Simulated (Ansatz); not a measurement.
A made-up structure of BSiH$_{2}$OF, closed shell:

```
atom    x (Å)    y (Å)    z (Å)
  F1   0.3591  -2.2445   0.8665
  B2   0.2139  -1.0241   0.4208
  O3   1.0266   0.0431   0.5085
 Si4  -0.3874   0.5790  -0.3733
  H5   0.5199  -3.1377   0.9332
  H6  -1.1376   1.6422   0.3350
```

It is relaxed with PBE-D4/def2-SVP and then PBE0-D4/def2-TZVP (Ansatz 0.2.0). Atoms count as bonded within 1.22 times the sum of their covalent radii (H–H: 0.88 Å). The end point is not checked to be a true minimum.

Task: Does its bonding change? (A judgement: the text doesn't fix the answer.)

Result: By the calculation: Yes. Formed: none; broken: F1–B2, O3–Si4.

Where it ends: The first stage lowers the energy by 4.32 eV in 23 steps. It ends as a complex of BSiHO ([O][B][SiH]) + HF:
F1  (-0.662, -1.955, 0.610)
B2  (1.082, -0.131, 0.196)
O3  (1.968, -0.760, 0.735)
Si4  (-0.807, 0.017, -0.536)
H5  (0.236, -1.951, 0.897)
H6  (-1.223, 0.637, 0.788)
(Å)

Labels in which every atom is bracketed show which atoms are joined, not bond orders.

For scale, one of the runs: PBE0-D4/def2-TZVP relaxation, 142 basis functions, launched by `ansatz run in.yaml --threads 2 --pin off --events-out ev --progress --plain --max-ram 4352MiB`. Hardware: 2 CPU threads of an Intel Xeon Platinum 8175M, shared host. Wall time about 43 s.
